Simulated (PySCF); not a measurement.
The dipole of `F/C(OC(F)F)=C/O/C=C/F` from its density and from atomic charges.

Coordinates (GFN2-xTB, Å) and charges (e) from the PBE0/pcSseg-1 density (PySCF):

| atom | x | y | z | Mulliken | IAO | Hirshfeld | ESP-fitted |
| --- | --- | --- | --- | --- | --- | --- | --- |
| F1 | 4.529 | -0.020 | 0.668 | -0.2798 | -0.2657 | -0.0871 | -0.1387 |
| C2 | 3.249 | -0.416 | 0.690 | +0.2088 | +0.0999 | +0.0169 | -0.0576 |
| C3 | 2.327 | 0.280 | 0.038 | +0.0478 | -0.0068 | +0.0006 | -0.1086 |
| O4 | 1.025 | -0.107 | 0.049 | -0.4065 | -0.2703 | -0.0807 | -0.1255 |
| C5 | 0.135 | 0.675 | -0.597 | +0.1325 | -0.0276 | -0.0108 | -0.1016 |
| C6 | -1.155 | 0.358 | -0.672 | +0.4229 | +0.3962 | +0.1217 | +0.2062 |
| F7 | -2.010 | 1.193 | -1.306 | -0.2809 | -0.2705 | -0.0772 | -0.1589 |
| O8 | -1.735 | -0.777 | -0.202 | -0.4347 | -0.3206 | -0.1199 | -0.2278 |
| C9 | -2.877 | -0.633 | 0.538 | +0.6671 | +0.6119 | +0.2068 | +0.4688 |
| F10 | -3.458 | -1.829 | 0.625 | -0.2600 | -0.2759 | -0.0912 | -0.1943 |
| F11 | -2.584 | -0.249 | 1.802 | -0.2877 | -0.3013 | -0.1131 | -0.2085 |
| H12 | 3.082 | -1.311 | 1.265 | +0.1152 | +0.1681 | +0.0648 | +0.1910 |
| H13 | 2.585 | 1.174 | -0.518 | +0.1219 | +0.1524 | +0.0576 | +0.1981 |
| H14 | 0.484 | 1.577 | -1.085 | +0.1285 | +0.1636 | +0.0613 | +0.1627 |
| H15 | -3.600 | 0.093 | 0.123 | +0.1049 | +0.1467 | +0.0502 | +0.0948 |

Question: Form Σ q r in debye for every column and set it beside the full dipole.

Answer: The full density gives (-0.16, 1.69, -1.14) D, 2.05 D in size; dipole vectors point from the negative to the positive end.

```csv
scheme,μx,μy,μz,size (D),share of the full size (%),angle to the full dipole (°)
Mulliken,0.15,2.64,-1.61,3.09,151,8
IAO,-0.47,2.22,-1.76,2.87,140,7
Hirshfeld,0.05,0.91,-0.76,1.19,58,9
ESP-fitted,-0.16,1.73,-1.14,2.08,102,1
```

Question: Which set comes closest?

Answer: Length of the difference vector: ESP-fitted 0.04 D, IAO 0.87 D, Hirshfeld 0.90 D, Mulliken 1.10 D. Closest: ESP-fitted. 

Question: What is left for the Hirshfeld atoms' own dipoles?

Answer: The shares of the density sum to the whole, so what Σ q r misses lies in dipoles about the nuclei. The atomic dipoles sum to (-0.16, 1.69, -1.14) − (0.05, 0.91, -0.76) = (-0.21, 0.78, -0.38) D, 0.90 D in size.

Question: With the origin at the mean of the coordinates, (0.000, 0.001, 0.094) Å, which are the largest single terms, by size, of the IAO dipole along the direction of the full one?

Answer: F7 -2.50, F10 +2.03, H12 -1.60, C9 -1.59, C6 +1.55 D; all 15 atoms together +2.85 D. The single terms depend on the origin, their sum doesn't.

Question: Give the size of the full dipole in other units.

Answer: 2.05 D = 0.805 au = 0.426 e·Å = 6.83 × 10⁻³⁰ C·m.

One conformer (not necessarily the lowest) at the GFN2-xTB geometry, without solvent, vibrations or thermal averaging.

The run behind these numbers computed NMR shieldings as well. The run took 65 s wall on one thread of an Arm Neoverse N1 (shared host), and the process peaked at 0.91 GiB of memory.

The values belong to the conformer `[F:1]/[CH:2]=[CH:3]/[O:4]/[CH:5]=[C:6](/[F:7])[O:8][CH:9]([F:10])[F:11]`: C2–C3–O4–C5 178°, C3–O4–C5–C6 178°, C5–C6–O8–C9 132°, C6–O8–C9–F10 165°.
